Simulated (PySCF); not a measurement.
**I⁴¹⁺ (iodine, charge +41): Hartree-Fock from Schrödinger to Dirac-Coulomb-Breit**

Occupied: 1s1/2, 2s1/2, 2p1/2, 2p3/2, 3s1/2. Hartree-Fock calculated with PySCF 2.14 in an even-tempered Gaussian basis (20 s from 3.9 bohr⁻², ratio 2.3; 16 p from 4.7 bohr⁻², ratio 2.3), Gaussian nucleus throughout. NR is non-relativistic, sf-X2C the spin-free one-electron X2C Hamiltonian, X2C adds the bare one-electron spin-orbit term, X2C-SNSO screens it by Boettger's factors, DC is four-component Dirac-Coulomb, and the Gaunt and Breit terms are added at first order (total energies over the DC spinors, levels after relaxing the spinors in that mean field). QED terms are absent. Levels marked empty are virtual spinors of this ion; the basis has s and p functions only, so 3d, which can lie below the n = 4 levels, is absent.

| Hamiltonian | E (hartree) |
| --- | --- |
| NR | -5391.3502 |
| sf-X2C | -5574.1318 |
| X2C | -5576.0473 |
| X2C-SNSO | -5575.9004 |
| DC | -5577.6081 |
| DC+Gaunt | -5572.6564 |
| DC+Breit | -5573.0943 |

```tsv
level (eV)	NR	sf-X2C	X2C	X2C-SNSO	DC	DC+Gaunt	DC+Breit
1s1/2	-34651.1	-35988.7	-35986.0	-35986.2	-36016.4	-35936.0	-35941.3
2s1/2	-7378.5	-7743.0	-7742.3	-7742.3	-7746.0	-7737.9	-7738.5
2p1/2	-7100.6	-7218.8	-7443.5	-7434.3	-7435.9	-7421.8	-7423.3
2p3/2	-7100.6	-7218.8	-7118.7	-7122.4	-7125.0	-7115.0	-7116.5
3s1/2	-2988.1	-3098.7	-3098.6	-3098.6	-3099.5	-3097.4	-3097.6
3p1/2 (empty)	-2829.4	-2874.8	-2930.5	-2928.2	-2928.6	-2925.1	-2925.6
3p3/2 (empty)	-2829.4	-2874.8	-2849.8	-2850.7	-2851.2	-2848.8	-2849.3
4s1/2 (empty)	-1575.0	-1620.3	-1620.2	-1620.2	-1620.5	-1619.8	-1619.9
```

How large are the two-electron picture-change error of X2C and the Breit correction in the total energy?

X2C-1e lies 1.5608 hartree above Dirac-Coulomb; Gaunt adds 4.9517 and the full Breit term 4.5137 hartree.

```json
{"interval (eV)": "2p3/2 − 2p1/2", "X2C": "324.8", "X2C-SNSO": "311.9", "DC": "310.9", "DC+Gaunt": "306.8", "DC+Breit": "306.8"}
{"interval (eV)": "3p3/2 − 3p1/2", "X2C": "80.72", "X2C-SNSO": "77.53", "DC": "77.38", "DC+Gaunt": "76.32", "DC+Breit": "76.32"}
```

Weight of the small component: 1s1/2 0.0382, 2s1/2 0.00849, 2p1/2 0.00839, 2p3/2 0.00800, 3s1/2 0.00320, 3p1/2 0.00312, 3p3/2 0.00302, 4s1/2 0.00162.

Koopmans' value for the highest occupied level at DC+Breit: 3097.6 eV, against an ionisation energy of 3096 ± 4 eV (theoretical estimate listed by NIST; NIST Atomic Spectra Database, ionization energies); the former lacks relaxation, correlation, QED and recoil.

The whole ladder took 240 s of wall time on 1 thread of Neoverse-N1 (shared host), launched as `OMP_NUM_THREADS=1 python relrun2.py TASK.json OUT` (a driver that calls PySCF for each Hamiltonian).
